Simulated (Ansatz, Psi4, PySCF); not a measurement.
F$_{4}$Sn, charge -1, doublet, at a GFN2-xTB geometry (such geometries of metal compounds can be far from the true shape) (a state made from the parent by changing its charge; the spin is typed, not shown lowest) (all electrons, no relativity) (in this run its highest filled SCF level lies above zero, so its values depend strongly on the basis, on diffuse functions most of all). Base run: PBE0/STO-3G run with PySCF.

PySCF was given this input:
```python
from pyscf import gto, scf, dft

mol = gto.M(
    atom='''
F    -1.14349714   -1.78303274   -0.87539354
Sn    0.00000000    0.00000000    0.00000000
F    -1.36890091    1.83770533    0.04532888
F     0.67888066   -0.49971285    2.13131729
F     1.83351739    0.44504026   -1.30125264
''',
    basis='sto-3g',
    charge=-1,
    spin=1,
    verbose=3,
)

mf = dft.UKS(mol)
mf.xc = 'pbe0'
mf.kernel()
```

The same geometry, method and basis name were run in Ansatz (an electronic-structure program) and Psi4 and PySCF, at each program's defaults and at the settings that a row names. The base is PySCF at its defaults. Differences at the defaults can come from grids, fitting, cores and function types together.

```
code and settings                                                               ΔE vs base (mEh)  basis functions       E (Eh)  SCF cycles
------------------------------------------------------------------------------  ----------------  ---------------  -----------  ----------
PySCF, defaults (exact integrals, its default grid, spherical functions)                   0.000               47  -6358.03228           9
Ansatz, defaults (factorised integrals, its default grid, spherical functions)             0.005               47  -6358.03228           -
PySCF, fine grid                                                                           0.012               47  -6358.03227           8
Psi4, exact integrals, spherical functions, fine grid                                      0.043               47  -6358.03224          10
Ansatz, high accuracy                                                                      0.008               47  -6358.03228           -
```

Open shells are given as the SCF converged; they aren't shown to be the lowest states, and a large step between rows can be another state.
